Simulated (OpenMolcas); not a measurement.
A run on Mn4+ among 4 point charges of -2 e arranged as a square (D4h), 1.85 Å from the ion.

- Program: OpenMolcas
- Method: CASSCF
- Basis: ANO-RCC-VDZP [5s4p2d1f]
- Scalar Hamiltonian: DKH2, point nucleus
- Active space: 3 electrons in 5 orbitals (3d)
- State averaging: 2S+1 = 4 even, 10 roots; 2S+1 = 2 even, 40 roots
- Spin-orbit coupling: state interaction with AMFI integrals over the reference wave functions

34 basis functions. Blocks (2S+1, parity, CSFs, roots kept): 4, even, 10, 10; 2, even, 40, 40.

Q: How long do the RASSCF and RASSI steps take on 1 thread of AMD EPYC 9B45 (Zen 5) (shared host)?

A: About 5.6 s of wall time, without the integral step.
